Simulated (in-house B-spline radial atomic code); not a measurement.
Tc. Computed with a B-spline radial atomic code. Model: non-relativistic spherical atom: semilocal Troullier-Martins pseudo-atom, one channel per l, against all electrons, high spin, G0W0 and RPA with empty states to l = 8, local potential for every l without a channel, a model core (radius 0 = none) keeps its share of the functional.

Without relativity these are model numbers for so heavy an element.

What the tables leave out is listed at the end.

The pseudopotential gives back the lowest level of each angular momentum of its own functional in the configuration it was made in; a second state of the same l is only approximately right. Exact exchange, RPA and GW see the smooth pseudo-orbitals and miss the exchange with the core, for which the functional's share stands in. The column with an uncorrelated core keeps all orbitals and exact exchange, and so separates missing core correlation from pseudisation. Only the three outermost levels and the lowest empty one were computed. RPA here is direct RPA, with no exchange kernel, and its energies carry an (l + 1/2)⁻⁴ tail. A hybrid on a potential with a model core restores only its own semilocal share of the core's exchange.

Command:
```bash
python run_psgw.py task.json out
```
Settings (lengths in bohr, energies in hartree):
```
Z                      43
electrons              43
configuration          [Kr] 4d5 5s2
generated_in           [Kr] 4d5 5s2
functional             lda,vwn
core_shells            6
radius_factor          0.9
core_correction        True
ion_configuration      [Kr] 4d5 5s1
```

Run time, properties included: 78 s on 1 thread of Arm Neoverse N1 (shared host).

Given: made with LDA VWN5; model core radius 0.713 bohr; local radius 0.906 bohr; mean-field start PBE0.

Valence shells of the generating configuration: 4s, 4p, 4d, 5s.

Channel: s 0.867, p 0.927, d 1.124 (radii in bohr).

Computed: largest level miss in the spin-unpolarised generating configuration 0.14 eV; all-electron RPA polarisability, core included 60.738 bohr³; pseudo-atom RPA polarisability 59.548 bohr³; ionisation by mean-field all-electron 6.4799 eV; ionisation by mean-field pseudo minus all 0.09 eV; ionisation by RPA all-electron 7.0238 eV; ionisation by RPA pseudo minus all 0.084 eV.

```json
{"level": "5s down", "occupied": "1", "mean-field all-electron (eV)": "-4.6692", "mean-field pseudo minus all (eV)": "-0.074", "G0W0 all-electron (eV)": "-6.9081", "G0W0 uncorrelated core minus all (eV)": "0.023", "G0W0 pseudo minus all (eV)": "-0.089", "exchange self-energy all-electron (eV)": "-7.9152", "exchange self-energy pseudo (eV)": "-7.4956"}
{"level": "5s up", "occupied": "1", "mean-field all-electron (eV)": "-5.8698", "mean-field pseudo minus all (eV)": "-0.088", "G0W0 all-electron (eV)": "-8.1747", "G0W0 uncorrelated core minus all (eV)": "0.029", "G0W0 pseudo minus all (eV)": "-0.096", "exchange self-energy all-electron (eV)": "-10.584", "exchange self-energy pseudo (eV)": "-10.007"}
{"level": "4d down (empty)", "occupied": "0", "mean-field all-electron (eV)": "-3.263", "mean-field pseudo minus all (eV)": "-0.133", "G0W0 all-electron (eV)": "-1.139", "G0W0 uncorrelated core minus all (eV)": "0.062", "G0W0 pseudo minus all (eV)": "-0.189", "exchange self-energy all-electron (eV)": "-9.4781", "exchange self-energy pseudo (eV)": "-7.0142"}
```

What is the valence RPA correlation energy pseudo?

-0.84144 hartree.

What is the valence RPA correlation energy all-electron orbitals?

-0.79845 hartree.

Among the listed levels the largest G0W0 shift of the pseudo-atom is -0.19 eV, for 4d down (empty) on the PBE0 start, while leaving the core uncorrelated moves that level by +0.06 eV. So pseudisation and the lost core exchange, not the missing core correlation, make the error. Not in the tables (levels of low weight, unsolved or above zero; the highest and the empty levels are kept at any weight): the LDA start was refused, since an empty level lay at or below an occupied one; on PBE0 the G0W0 levels 4d up (pseudo minus all -0.24 eV, weights 0.65 and 0.67); no Hartree-Fock pseudo-atom is run with a model core.
